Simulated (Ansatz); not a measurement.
System: MnH, charge 0, multiplicity 7. The spin state was set by rule; other spins were not relaxed. 
Structure (B3LYP-D3(BJ)/def2-TZVP (Ansatz, a program for electronic structure) minimum search):
```
Mn
H 1 1.7521
```
Charge 0, spin multiplicity 7.

Property: atomisation energy (electronic, to ground-state atoms), in kcal/mol. Cores are frozen in the correlated levels unless marked. UHF or UKS for open shells. Spin-orbit coupling is left out. The frozen core is the preceding noble-gas configuration, with the filled d and f shells of earlier blocks. No relativistic terms. The coupled-cluster limit lacks core correlation, which all-electron functionals hold. CBS marks a two-point X^-3 extrapolation of the correlation energy; Hartree-Fock from the larger set.

```csv
level,program,atomisation energy (kcal/mol)
revPBE-D3(BJ)/def2-TZVPD,Ansatz + dftd3,…
B97M-V/def2-TZVPD,Ansatz,46.9
BHLYP-D4/def2-TZVPD,Ansatz + dftd4,37.5
BHLYP/def2-TZVPD,Ansatz,36.7
B2PLYP/def2-TZVPD,Ansatz,…
SCS-MP2/6-31G*,Ansatz,24.2
"CCSD(T)/CBS(def2-TZVPPD,def2-QZVPPD)",Ansatz,39.2
```

**Question.** Fill in the missing entries.

**Answer.** 
- revPBE-D3(BJ)/def2-TZVPD, atomisation energy (kcal/mol): 45.9
- B2PLYP/def2-TZVPD, atomisation energy (kcal/mol): 37.0
